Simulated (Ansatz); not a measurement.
A run on CH₂BrFO₂Si, SMILES `O[Si@@]1(Br)O[C@H]1F` with other settings.

```yaml
crystal:
  periodic: [false, false, false]
  atoms:
    - {symbol: O, position_ang: [0.836195, -0.365297, -1.668641]}
    - {symbol: Si, position_ang: [0.684989, -0.020504, -0.070211]}
    - {symbol: Br, position_ang: [2.613689, -0.297697, 0.843424]}
    - {symbol: O, position_ang: [-0.207592, 1.218871, 0.377457]}
    - {symbol: C, position_ang: [-0.856458, 0.000544, 0.818468]}
    - {symbol: F, position_ang: [-2.061565, -0.255843, 0.058280]}
    - {symbol: H, position_ang: [0.130225, -0.237308, -2.185576]}
    - {symbol: H, position_ang: [-1.047140, -0.087039, 1.876038]}
basis:
  gaussian: {orbitals: def2-mTZVP, point_charges: [{charge: 2.00, position_ang: [5.363, 0.640, -0.002]}]}
total_charge: 1
magnetization: {spin_polarized: true, initial_magnetization: 1}
hamiltonian: {xc: {name: SVWN5}}
output: {forces: true}
```

```sh
$ ansatz run in.yaml --threads 4 --pin off --events-out ev --progress --plain --max-ram 10444MiB
```

It prints (some lines left out):

```
Functional definition: SVWN5
1299 factors; their error is unknown
mean field evaluation 1: about -85593.6799 eV, gradient 7.3e1 eV
mean field evaluation 2: about -85441.5383 eV, gradient 1.7e2 eV
mean field evaluation 4: about -85610.1490 eV, gradient 1.8e1 eV
mean field evaluation 8: about -85611.3794 eV, gradient 6.1e-1 eV
mean field evaluation 16: about -85611.3365 eV, gradient 1.6e-3 eV
mean field -85611.33653340 eV, -3146.1585881545 hartree, gradient 3.9e-5 eV, S^2 0.750897; 3 other end points of the search recorded, 0 dependent functions left out
reference -85611.33656655 eV, -3146.1585893726 hartree; 41, 40 occupied and 109, 110 virtual orbitals, 1299 factors
Total energy: -85611.33656655 eV, -3146.1585893726 hartree
Atom 0 at     0.836195    -0.365297    -1.668641 Å, force     5.214027    -0.713628     6.050735 eV/Å
Atom 1 at     0.684989    -0.020504    -0.070211 Å, force     3.470761    -1.368901    -5.010815 eV/Å
Atom 2 at     2.613689    -0.297697     0.843424 Å, force     1.324967     0.018159     0.470602 eV/Å
Atom 3 at    -0.207592     1.218871     0.377457 Å, force    -1.828786    -0.630215     1.324493 eV/Å
Atom 4 at    -0.856458     0.000544     0.818468 Å, force    -6.257979     2.078100    -1.974442 eV/Å
Atom 5 at    -2.061565    -0.255843     0.058280 Å, force     3.883325     0.514487     2.268502 eV/Å
Atom 6 at     0.130225    -0.237308    -2.185576 Å, force    -5.437912     0.873509    -4.408661 eV/Å
Atom 7 at    -1.047140    -0.087039     1.876038 Å, force    -0.073019    -0.582195     1.177638 eV/Å
Dipole moment:    -1.998336    -0.128571    -0.028651 e Å
```

Hardware: 4 threads of an Arm Neoverse V2 on a shared host. Wall time 2.5 s, peak host memory 0.27 GiB.
